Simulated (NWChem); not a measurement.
# SiH$_{3}$SeCl; SMILES [SiH3][Se]Cl

```xyz
6

Se     0.7927     0.0722     0.0970
Cl    -0.7749     1.6017    -0.1333
Si    -0.6791    -1.6843     0.0211
H      0.1957    -2.8863     0.1666
H     -1.3963    -1.7058    -1.2844
H     -1.6513    -1.5969     1.1464
```
Atoms are numbered in this order, from 1.

All runs: NWChem. STO-3G and 3-21G are far too small for this property and stand as cheap habits. Structure relaxed at the PBE0/def2-SVP level. GIAO values for the isolated, static molecule; σ is the absolute isotropic shielding, δ = σ(reference) − σ with the isolated reference molecule computed at the same levels (1H: tetramethylsilane, 29Si: tetramethylsilane). Spin-orbit effects, on the heavy nuclei and on their neighbours, are missing.

For level Hartree-Fock/STO-3G:

| Quantity | Result |
|---|---|
| σ Se1 (ppm) | 2320.5 |
| σ Cl2 (ppm) | 1182.7 |
| δ Si3 (ppm) | -52.5 |
| δ H4 (rotor mean) (ppm) | 2.46 |

**Question.** Estimate the same quantities for level BHandHLYP/pcSseg-1.

**Answer.** The σ Se1 (ppm) is 933.9, the σ Cl2 (ppm) is 1095.1 and the δ Si3 (ppm) is -42.1. The δ H4 (rotor mean) (ppm) is 4.74.
